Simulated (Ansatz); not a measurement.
`C[O][Hf]([OH])([SeH])[O]C` and `C[O][Zr]([OH])([SeH])[O]C` differ in one element.

Ansatz, PBE0-D4/def2-TZVP geometries, multiplicity 1. Each molecule was computed in one conformer, which needn't be the lowest.

Elements past krypton have def2 core potentials. Scalar relativity is left out up to krypton.

```json
{"property": "zero-point energy (PBE0-D4/def2-TZVP) / kJ/mol", "`C[O][Hf]([OH])([SeH])[O]C`": "268.8"}
{"property": "HOMO–LUMO gap (PBE/def2-TZVPP) / eV", "`C[O][Hf]([OH])([SeH])[O]C`": "4.42"}
{"property": "HOMO energy (ωB97M-V/def2-TZVPP) / eV", "`C[O][Hf]([OH])([SeH])[O]C`": "-8.62"}
{"property": "size of the dipole moment (PBE/def2-TZVPP) / D", "`C[O][Hf]([OH])([SeH])[O]C`": "3.50"}
{"property": "LUMO energy (PBE/def2-TZVPP) / eV", "`C[O][Hf]([OH])([SeH])[O]C`": "-0.93"}
{"property": "LUMO energy (ωB97M-V/def2-TZVPP) / eV", "`C[O][Hf]([OH])([SeH])[O]C`": "1.08"}
```

Question: What does the change do to each property? (Estimate.)

Answer: Ansatz gave: 
```tsv
property	`C[O][Zr]([OH])([SeH])[O]C`	shift
zero-point energy (PBE0-D4/def2-TZVP) / kJ/mol	269.3	0.5
HOMO–LUMO gap (PBE/def2-TZVPP) / eV	4.05	-0.37
HOMO energy (ωB97M-V/def2-TZVPP) / eV	-8.57	0.05
size of the dipole moment (PBE/def2-TZVPP) / D	3.67	0.17
LUMO energy (PBE/def2-TZVPP) / eV	-1.27	-0.34
LUMO energy (ωB97M-V/def2-TZVPP) / eV	0.69	-0.39
```

Dipoles are sizes alone; their direction can turn.

Spin–orbit coupling is left out; it splits and shifts lone-pair levels of the heavy atoms by tenths of an eV.
